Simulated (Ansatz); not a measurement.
Relaxation of C3H8GeO (13 atoms, charge 0, multiplicity 1), to a largest force component of 0.015 eV/Å in at most 40 steps.

All numbers below come from RKS revPBE-D4/def2-mTZVP (Ansatz 0.2.0).

```xyz
13
Properties=species:S:1:pos:R:3:forces:R:3
C -1.739 0.905 0.586 -2.17 2.65 -1.60
C -0.381 0.723 0.038 -0.54 -0.79 -0.09
O 0.520 0.552 1.069 2.72 1.80 2.86
C 0.306 -0.582 0.320 -2.31 -1.76 0.30
Ge 1.712 -1.098 -0.861 0.55 0.14 -0.52
H -2.524 0.652 -0.196 0.50 0.09 0.75
H -1.948 0.381 1.513 0.20 -0.33 0.18
H -1.891 2.047 0.779 0.09 -1.56 -0.06
H 0.033 1.367 -0.742 -0.46 0.02 -0.40
H -0.333 -1.338 0.942 0.91 0.69 -1.38
H 1.165 -1.974 -1.978 -0.12 -0.28 -0.43
H 2.390 0.191 -1.412 -0.14 -0.10 0.00
H 2.712 -1.860 -0.044 0.76 -0.55 0.36
```

Task: Where does it end, and by what steps?

Result: It converged. After 10 steps the energy has fallen by 0.626 eV; H12 moved furthest, 0.20 Å.

```
step  energy less start (eV)  largest force component (eV/Å)  accepted
   0                  0.0000                           2.863       yes
   1                 -0.5224                           1.314       yes
   2                 -0.6138                           0.371       yes
   3                 -0.5998                           1.131        no
   4                 -0.6242                           0.023       yes
   5                 -0.6249                           0.033       yes
   6                 -0.6256                           0.037       yes
   7                 -0.6260                           0.030       yes
   8                 -0.6262                           0.015       yes
   9                 -0.6263                           0.019       yes
  10                 -0.6264                           0.006       yes
```

```xyz
13
Properties=species:S:1:pos:R:3
C -1.809 0.988 0.579
C -0.387 0.755 0.137
O 0.596 0.583 1.186
C 0.290 -0.550 0.317
Ge 1.758 -1.142 -0.869
H -2.506 0.811 -0.255
H -2.073 0.314 1.407
H -1.945 2.026 0.920
H -0.037 1.396 -0.685
H -0.294 -1.336 0.818
H 1.217 -2.151 -1.920
H 2.338 0.103 -1.586
H 2.870 -1.831 -0.036
```

Whether the end is a true minimum wasn't checked by a vibrational analysis.

The run took 33 s on 2 threads of Arm Neoverse V2, with other jobs on the host, peak memory 0.19 GiB.
